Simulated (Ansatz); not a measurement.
Input and output for CH6AlNOS (`C[O][Al]([NH2])[SH]`).

```yaml
crystal:
  periodic: [false, false, false]
  atoms:
    - {symbol: C, position_ang: [-1.067593, -1.327817, 1.015403]}
    - {symbol: O, position_ang: [-0.355755, -0.147763, 0.815795]}
    - {symbol: Al, position_ang: [0.486577, 0.602401, -0.429612]}
    - {symbol: N, position_ang: [1.225945, 2.166340, -0.128745]}
    - {symbol: S, position_ang: [0.681158, -0.317711, -2.403075]}
    - {symbol: H, position_ang: [-0.595785, -1.928586, 1.800307]}
    - {symbol: H, position_ang: [-1.126151, -1.947357, 0.110370]}
    - {symbol: H, position_ang: [-2.091881, -1.103595, 1.331534]}
    - {symbol: H, position_ang: [1.751234, 2.694377, -0.804648]}
    - {symbol: H, position_ang: [1.179714, 2.655697, 0.749280]}
    - {symbol: H, position_ang: [-0.022165, -1.402884, -2.036009]}
basis:
  gaussian: {orbitals: 6-31G}
hamiltonian: {xc: {name: B3LYP5}}
scf: {lower_state_search: off}
scf: {max_iter: 3}
output: {forces: true}
```

```sh
$ ansatz run in.yaml --threads 4 --pin off --events-out ev --progress --plain --max-ram 10444MiB
```

Output, abridged:

```
Error: YAML parse error: error: line 19 column 1: duplicate mapping key: scf, set DuplicateKeyPolicy in Options if acceptable
17 | hamiltonian: {xc: {name: B3LYP5}}
18 | scf: {lower_state_search: off}
19 | scf: {max_iter: 3}
20 | output: {forces: true}
```
